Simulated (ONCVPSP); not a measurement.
# What the settings do to the ONCV potential of Ce

Base potential:

```
Element                 : cerium
Generator               : ONCVPSP 4.0.1
Type                    : optimised norm-conserving Vanderbilt (ONCV)
Functional              : LDA (Perdew-Zunger)
Relativity              : scalar-relativistic
Frozen core             : [Kr]
Valence charge          : 22
Reference configuration : 4d10 5s2 5p6 5d2 6s2
Partial waves           : 5s+6s: rc 2.60 bohr, ncon 4, nbas 9, qcut 4.2 1/bohr, 2 projectors; 5p: rc 1.95 bohr, ncon 3, nbas 7, qcut 4.9 1/bohr, 2 projectors, debl 3.6 Ha; 4d+5d: rc 1.40 bohr, ncon 3, nbas 7, qcut 9.5 1/bohr, 2 projectors; f scattering state at 0.33 Ha: rc 2.05 bohr, ncon 3, nbas 6, qcut 5.5 1/bohr, 2 projectors, debl 2.2 Ha
Local potential         : polynomial inside 1.05 bohr (lpopt 5, dvloc0 1 Ha)
Core correction         : Teter function, fcfact 2, rcfact 1.6
```

In the f channel the program set the typed energies aside and used -0.430, 1.770 Ha.

Cutoffs, loose and tight: the cutoffs (Ha) at which the residual kinetic energy of the hardest occupied pseudo-wave falls to 1 and 0.1 mHa per electron. They do not see the model core or the augmentation charge, which bear on the density cutoff. Test errors are all-electron minus pseudo excitation energies from the reference, over the configurations 4d10 4f1 5s2 5p6 5d1 6s2; 4d10 4f1 5s2 5p6 5d1 6s1; 4d10 4f1 5s2 5p6 5d1 6s0; 4d10 5s2 5p6 5d0 6s0. A dash means not determined; rows that change the core or the reference have their own tests.

A true bound ghost makes a file unfit for plane-wave use even where its test errors are small: the radial tests pick states by their node count and pass the ghost by.

```csv
change,outcome,"cutoff, loose","cutoff, tight",bound ghosts,GHOST(+) flags above zero,largest test error (meV)
base,"generated, projector energies reset by the program",41 Ha,66 Ha,s,p,+1453
f: rc 1.48,"generated, projector energies reset by the program",41 Ha,66 Ha,s,p,+884
f: rc 2.08,"generated, projector energies reset by the program",41 Ha,66 Ha,s,p,+1472
f: rc 2.42,"generated, projector energies reset by the program",41 Ha,66 Ha,s,p,+1701
f: rc 2.64,"generated, projector energies reset by the program",41 Ha,66 Ha,s,p,+1815
f: rc 3.02,"generated, projector energies reset by the program",41 Ha,66 Ha,s,p,+1981
```

Question: What comes out with this change to the base: f: rc 1.84?

Answer: outcome: generated, projector energies reset by the program; cutoff, loose: 41 Ha; cutoff, tight: 66 Ha; bound ghosts: s; GHOST(+) flags above zero: p; largest test error (meV): +1282.

Reading the sweep of the f radius (base included, trends over the rows without a ghost): Bound ghosts are found at 1.48, 1.84, 2.05, 2.08, 2.42, 2.64, 3.02 bohr. Every judged row has one, so this setting neither creates nor removes them.
